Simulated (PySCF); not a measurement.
C6H4Cl, SMILES [c]1cc(ccc1)Cl, multiplicity 2. Coordinates come from a PBE-D3(BJ)/def2-SVP optimisation. The isomer is the one that the SMILES or the coordinates give; other isomers of the formula were not compared.

Method: PBE-D3(BJ)/def2-SVP run with PySCF.

Harmonic wavenumbers (cm⁻¹): 179, 294, 405, 408, 478, 593, 647, 684, 732, 817, 860, 952, 952, 1028, 1046, 1073, 1123, 1213, 1327, 1400, 1421, 1531, 1607, 3109, 3125, 3127, 3149. Rotational constants (GHz): 6.013, 1.559, 1.238; symmetry number 1.

### Question
Work out the zero-point energy and the ideal-gas rigid-rotor harmonic-oscillator thermochemistry at 298.15 K and 1 atm.

### Answer
ZPE = ½ Σ hcν = ½ × 33279 cm⁻¹ = 199.05 kJ/mol. H − E(el) = 216.26 kJ/mol. Entropy in J/(mol K): translation 167.54, rotation 115.97, vibration 36.85, spin 5.76, total 326.13. G − E(el) = 119.02 kJ/mol. Cp = 97.35 J/(mol K).
